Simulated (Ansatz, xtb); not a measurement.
## AlH3InNSn: which of two structures lies lower

Structure a: a singlet given by its coordinates. Structure b: a singlet given by its coordinates. Both are isolated molecules in the gas phase, relaxed with B3LYP-D3(BJ)/def2-SVP.

a (Å):

```xyz
7

Al   -2.7870    1.4587    0.6985
In   -0.7263   -0.5086   -1.5747
N    -1.2820    0.5735    0.2819
Sn    0.3721    0.3321    1.4703
H    -3.9616    1.5286   -0.3721
H     1.1254   -0.6499    0.0464
H    -2.9582    2.1678    2.1131
```

Close contacts (Å): Al1–N3 1.79, In2–N3 2.22, In2–Sn4 3.34, N3–Sn4 2.05, Al1–H5 1.59, Al1–H7 1.59, In2–H6 2.47, Sn4–H6 1.89.

b (Å):

```xyz
7

Al    1.2074    0.3380   -0.2118
In   -1.5070    1.1123    1.9379
N    -0.5283    0.9153   -0.1255
Sn   -0.6644   -1.5174    0.0519
H    -0.7820   -1.0027    1.8606
H    -1.0342    1.4833   -0.8098
H     2.4243    1.2633   -0.6654
```

Close contacts (Å): Al1–N3 1.83, Al1–Sn4 2.65, In2–N3 2.29, In2–Sn4 3.34, N3–Sn4 2.44, Al1–H7 1.59, In2–H5 2.24, N3–H6 1.02, Sn4–H5 1.88.

Energies in hartree; the thermal terms are from B3LYP-D3(BJ)/def2-SVP harmonic frequencies (ideal gas, rigid rotor, one conformer each, 298.15 K, 1 atm) and include the zero-point energy:

|  | a | b |
| --- | --- | --- |
| E, CCSD(T)/def2-SVP | −701.053662 | −701.044094 |
| E, MP2/def2-SVP | −700.998877 | −700.985163 |
| E, MP2/def2-TZVPP | −701.641192 | −701.629552 |
| zero-point energy | 0.023589 | 0.027451 |
| H(298 K) − E | 0.031819 | 0.035285 |
| G(298 K) − E | −0.011470 | −0.006482 |

Question: Correct the CCSD(T) difference for the basis set by the MP2 change, then work out ΔE, ΔE₀, ΔH and ΔG for a → b in kcal/mol (1 Eh = 627.51 kcal/mol) and the equilibrium ratio [b]/[a].

Answer: 1. Differences b − a: CCSD(T) +0.009568, MP2 in the small set +0.013714, MP2 in the large set +0.011640 Eh.
2. ΔE = +0.009568 + (+0.011640 − (+0.013714)) = +0.007494 Eh = +4.70 kcal/mol.
3. ΔE₀ = ΔE + ΔZPE = +0.007494 + (+0.003862) Eh = +7.13 kcal/mol.
4. ΔH = ΔE + (+0.003466) Eh = +6.88 kcal/mol.
5. ΔG = ΔE + (+0.004988) Eh = +7.83 kcal/mol, so ΔS = (ΔH − ΔG)/T = −13.4 J/(mol K).
6. kT = 0.9442 mEh, so K = [b]/[a] = exp(−ΔG/kT) = exp(−13.22) ≈ 1.8 × 10^−6.

Structure a is favoured at this temperature. An error of 1 kcal/mol in ΔG would change K by a factor of 5.4. Mirror images and further conformers aren't counted.

Other levels gave ΔE = +3.3 (B3LYP-D3(BJ)/def2-SVP); +10.2 (HF/def2-SVP); +8.6 (MP2/def2-SVP); +6.0 (CCSD(T)/def2-SVP) kcal/mol. The correlated steps freeze 14 core orbitals; the filled d shell of In and Sn is correlated, in a basis made for valence electrons. Atoms past krypton carry core potentials in the def2 sets, without spin–orbit terms. Programs: Ansatz 0.2.0.
